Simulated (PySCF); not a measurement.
# Correlation energy of Au⁺ (gold, charge +1)

[Xe] 4f14 5d9 6s1, 6s spin antiparallel (an excited configuration). Calculation: PySCF 2.14, in ANO-RCC-VTZP; the spin-free X2C one-electron Hamiltonian (Gaussian nucleus). Frozen: [Xe] 4f14; 10 electrons correlated.

MP2 pair energies summed by pair of shells (mhartree):

```csv
pair,energy,share (%)
5d-5d,-242.53,82.5
5d-6s,-51.54,17.5
```

Total MP2 correlation energy: -294.07 mhartree.

Same-spin part -100.70 and opposite-spin part -193.37 mhartree; SCS-MP2 scales them by 1/3 and 6/5 to -265.61 mhartree.
